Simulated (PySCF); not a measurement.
Mean harmonic wavenumber (cm⁻¹) of eight silicon and germanium compounds: PBE-D3(BJ) beside B3LYP-D3(BJ), computed with PySCF for isolated molecules in the bases named; differences from unrounded values. The eight are the first of their class met in an unordered collection, after screening for sound electronic states; none was chosen by its value. Each level has its own optimised geometry.

```
molecule                                                       basis  B3LYP-D3(BJ)  PBE-D3(BJ)  difference
----------------------------------------------------------  --------  ------------  ----------  ----------
CH5FO2Si2, SMILES F[Si@@H]([SiH3])OC=O                      def2-SVP          1003         969         -34
C3H8N2Si, SMILES C#CC[SiH](N)N                              def2-SVP          1310        1276         -34
Ge(H)3(OAc) (C2H6GeO2), SMILES [O](C(=O)C)[GeH3]            def2-SVP          1218        1183         -35
Ge(OH)3(PH2) (GeH5O3P), SMILES [Ge]([OH])([OH])([PH2])[OH]  def2-SVP          1066        1035         -31
Si(OH)3(SH) (H₄O₃SSi), SMILES O[Si](O)(O)S                  def2-SVP          1102        1073         -29
CH6OSi2, SMILES O=C[SiH2][SiH3]                             def2-SVP          1088        1051         -37
Ge(H)(OH)(NH2)2 (GeH6N2O), SMILES [GeH]([NH2])([NH2])[OH]   def2-SVP          1331        1300         -32
CH8O2Si3, SMILES C[Si@H]1O[SiH2][Si@@H]1O                   def2-SVP          1110        1077         -33
```

PBE-D3(BJ) lies below B3LYP-D3(BJ) in 8 and above it in 0 of the eight; the mean signed difference is -33 and the largest -37 cm⁻¹.
